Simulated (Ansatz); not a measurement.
Program: Ansatz. Geometries: PBE0-D4/def2-TZVP. ΔE: electronic, gas phase. CBS: MP2 limit from def2 TZ/QZ plus the TZ coupled-cluster correction, frozen cores. DFT in def2-TZVPP. For Ga outer-core shells are correlated without core-valence functions, which leaves a few kJ/mol of doubt a bond. Scalar relativity is left out up to krypton. One conformer a species, not always the lowest.

Consider the ligand exchange at the Si–C bond: `FC(F)([SiH3])[SiH3]` + `[CH3][Ga]([CH3])[OH]` → `[CH3][Ga]([CH3])[O][SiH3]` + `FC(F)[SiH3]`.

CCSD(T)/CBS gives -133.2 kJ/mol.

**Question.** Another level gave -129.4 kJ/mol. Which?
A. BLYP-D4/def2-TZVPP
B. r2SCAN-D4/def2-TZVPP
C. PBE/def2-TZVPP
D. r2SCAN0-D4/def2-TZVPP

**Answer.** B. r2SCAN-D4 -129.4, r2SCAN0-D4 -136.8, PBE -114.8, BLYP-D4 -123.0 kJ/mol.

Largest T1 diagnostic among the species: 0.013.

In def2-TZVPP, CCSD(T) changes the Hartree–Fock value by +29.4 kJ/mol (the triples alone add +4.6 kJ/mol) and MP2 by +25.2 kJ/mol. From r2SCAN to r2SCAN0 (25 % exact exchange), in def2-TZVPP and without D4, ΔE moves by −7.4 kJ/mol. Leaving LDA and LC-ωPBE aside and taking each functional with its dispersion term where it has one, the values, not all of them listed here, spread over 33.9 kJ/mol, from BHLYP-D4 to revPBE-D4.

CCSD(T)/CBS has its own doubt, a few kJ/mol and more with outer-core shells, so smaller differences from it don't rank the levels.
